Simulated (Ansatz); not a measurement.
Species: C$_{4}$H$_{7}$Cl$_{2}$, charge 0, multiplicity 2. It need not be the lowest isomer of its formula. 
Structure (B3LYP-D3(BJ)/def2-TZVP (Ansatz, a quantum-chemistry and plane-wave program) minimum search):
```xyz
13

C     -1.8919     0.7568     0.0792
C     -0.9605    -0.3360     0.4482
C      0.2839    -0.1588     1.2440
C      1.5582     0.0354     0.4244
Cl     1.5103     1.5595    -0.5452
Cl    -1.0557    -1.7900    -0.4952
H     -1.6223     1.2119    -0.8824
H     -2.9178     0.3923    -0.0068
H     -1.8603     1.5445     0.8334
H      0.4523    -1.0440     1.8692
H      0.1560     0.6949     1.9129
H      1.6960    -0.7756    -0.2857
H      2.4301     0.1088     1.0701
```
Charge 0, spin multiplicity 2.

Total electronic energies in hartree. Correlated levels leave the core frozen unless marked. Open shells are spin-unrestricted. No spin-orbit coupling. No relativistic terms. CBS marks a two-point X^-3 extrapolation of the correlation energy; Hartree-Fock from the larger set. [CCSD(T)-MP2]/basis is that difference in the basis named.

```tsv
level	program	energy (Eh)
HF/cc-pV(D+d)Z	Ansatz	-1074.53743
HF/cc-pwCVTZ	Ansatz	-1074.61123
PBE-D4/def2-TZVPD	Ansatz + dftd4	-1076.50126
r2SCAN/def2-TZVPD	Ansatz	-1076.92703
r2SCAN-D3(BJ)/def2-TZVPD	Ansatz + dftd3	-1076.93083
r2SCAN-D4/def2-TZVPD	Ansatz + dftd4	-1076.93025
CAM-B3LYP/def2-TZVPD	Ansatz	-1077.01565
B2PLYP/def2-TZVPD	Ansatz	-1076.66448
PBE-QIDH/def2-TZVPD	Ansatz	-1076.39137
MP2/6-31G*	Ansatz	-1075.23828
MP2/cc-pV(D+d)Z	Ansatz	-1075.35538
MP2/cc-pVTZ	Ansatz	-1075.64676
RI-MP2/cc-pV(T+d)Z	Ansatz	-1075.64990
SCS-MP2/STO-3G	Ansatz	-1063.05813
SCS-MP2/6-31G	Ansatz	-1074.79704
SCS-MP2/cc-pVTZ	Ansatz	-1075.63855
SCS-MP2/cc-pwCVTZ	Ansatz	-1075.65954
SCS-MP2/cc-pV(Q+d)Z	Ansatz	-1075.74714
CCSD/6-31G	Ansatz	-1074.85426
CCSD(T)/cc-pV(T+d)Z	Ansatz	-1075.76867
CCSD(T)/cc-pVTZ	Ansatz	-1075.76336
RI-MP2/CBS(cc-pV(T+d)Z,cc-pV(Q+d)Z)+[CCSD(T)-MP2]/cc-pV(D+d)Z	Ansatz	-1075.9081
CCSD(T)/CBS(cc-pV(T+d)Z,cc-pV(Q+d)Z)	Ansatz	-1075.9178
```

Totals of different functionals don't rank their quality; only differences between species are comparable.
